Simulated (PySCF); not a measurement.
C$_{5}$H$_{4}$N (SMILES [c-]1ccncc1), charge -1, singlet, at a GFN2-xTB geometry. Base run: HF/def2-SVP (PySCF).

Input for PySCF:
```python
from pyscf import gto, scf

mol = gto.M(
    atom='''
N    -0.00257057    0.00016295    1.38395379
C     0.00286033   -0.00018132   -1.53995306
C     0.01440886    1.12439782    0.66353930
C    -0.01687418   -1.12424154    0.66374596
C    -0.01481043   -1.15986852   -0.71297161
C     0.01745938    1.15970060   -0.71318479
H     0.02606951    2.04296628    1.26508679
H    -0.03076978   -2.04266832    1.26546228
H    -0.02765064   -2.14691273   -1.19244289
H     0.03208109    2.14663188   -1.19283749
''',
    basis='def2-svp',
    charge=-1,
    verbose=4,
)

mf = scf.RHF(mol)
mf.kernel()
```

Variants of this job, named by their change:

```csv
change,ΔE vs base (µEh),fitting functions
base,0.0,-
auxbasis = cc-pvqz-jkfit,3.7,840
auxbasis = cc-pvtz-jkfit,84.7,594
auxbasis = even-tempered beta=2.0,76.6,822
auxbasis = even-tempered beta=1.6,39.6,1220
only_dfj = on; auxbasis = def2-universal-jfit,-246,338
auxbasis = def2-tzvp-ri,53.9,516
auxbasis = default (with mf = mf.density_fit()),172,524
auxbasis = cc-pvtz-ri,-113,606
"exchange = seminumerical (SGX) (with mf = sgx.sgx_fit(mf, auxbasis='def2-universal-jfit'); with mf.with_df.dfj = True)",-226,338
```

A fitting set is made for a task (jfit for Coulomb, jkfit for Coulomb and exchange, ri for correlation) and for a family of orbital bases.
